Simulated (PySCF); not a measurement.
# Unknown compound

Molecular formula: C4H8N2Si. Simulated spectra:

1H NMR (300 MHz, computed): δ 7.20 (m, 1H), 7.15 (m, 1H), 5.03 (s, 3H), 2.48 (s, 3H).

13C{1H} NMR (computed): δ 144.4 (CH), 136.6 (CH), 134.4 (C), 12.3 (CH3).

A single conformation, equivalent nuclei averaged, gas phase, non-relativistic. GIAO PBE0/pcSseg-1 shieldings; structure optimised with GFN2-xTB; PySCF 2.14.0 with density-fitted response routines.

Scale: TMS for 1H, 13C (reference shieldings calculated alike).

Propose a structure and justify it.

## Answers


Rings plus π bonds: 3 (1 ring in the answer). 4 carbon signals for 4 carbons: no two carbons are equivalent. Carbon types of the structure: 1 × C, 2 × CH, 1 × CH3, leaving 3 H on heteroatoms. δC 144.4: aromatic CH between two ring heteroatoms. δC 136.6: aromatic CH next to a ring nitrogen. δC 134.4: substituted aromatic carbon next to a ring nitrogen. δC 12.3: methyl carbon on an aromatic ring; aliphatic region, no heteroatom directly attached. δH 7.20: hydrogen on an aromatic CH between two ring heteroatoms; the ring current deshields protons in the ring plane. δH 7.15: hydrogen on an aromatic CH next to a ring nitrogen; ring-current deshielding. δH 2.48: hydrogen on a methyl carbon on an aromatic ring; benzylic-type position, deshielded by the ring.

These data were computed for SMILES Cc1cncn1[SiH3].

The data come from this structure; uniqueness wasn't tested.

Shifts are as computed. Against solution values, carbons near 30 ppm lie about +3 ppm off and those near 130 ppm about +5 ppm. Of 1211 compounds with measured shifts, 218 miss one by over three times the rms of a fit or turn the order of signals round; such compounds aren't used in these exercises. Multiplicities follow the n + 1 count of equivalent neighbours, as no J values were calculated; m marks all less simple cases, F and P coupling included.
